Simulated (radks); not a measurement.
Values are calculated unless marked as measured or tabulated.
Excited configurations of Xe I: one electron is placed in a higher orbital outside [Kr] 4d10 5s2 5p5. The ground configuration is [Xe]. Level of theory: scalar-relativistic Kohn-Sham, PBE, spin-polarised, spherical densities, finite nucleus; open shells are filled with parallel spins first (spin-orbit coupling, left out, can overturn this in heavy ions); Fermi nuclear charge, rms radius 4.7859 fm (a radial shooting solver on a logarithmic mesh with Libxc functionals). Excitation = E - E(ground); binding = E(ion) - E, where the ion is the core of charge +1; n* = 1/sqrt(2 binding) in atomic units, and the quantum defect is n - n*.

outer orbital,excitation (eV),binding (eV),n*,<r> (bohr)
5d,10.060,2.299,2.433,6.465
5f,11.682,0.677,4.482,27.97
6s,8.471,3.888,1.871,5.760
6p,9.810,2.549,2.310,7.806
6d,10.989,1.370,3.151,13.50
7s,10.522,1.837,2.721,12.25
7d,11.494,0.865,3.965,23.70

The Delta-SCF ionisation energy is 12.359 eV (NIST Atomic Spectra Database: 12.130 eV, measured). Self-interaction in the functional shifts the binding energies and quantum defects, so they are the method's values and not measured ones. Open shells are spherical and high-spin; term and fine-structure splittings are not resolved. Spin-orbit splitting is averaged out at the scalar-relativistic level.
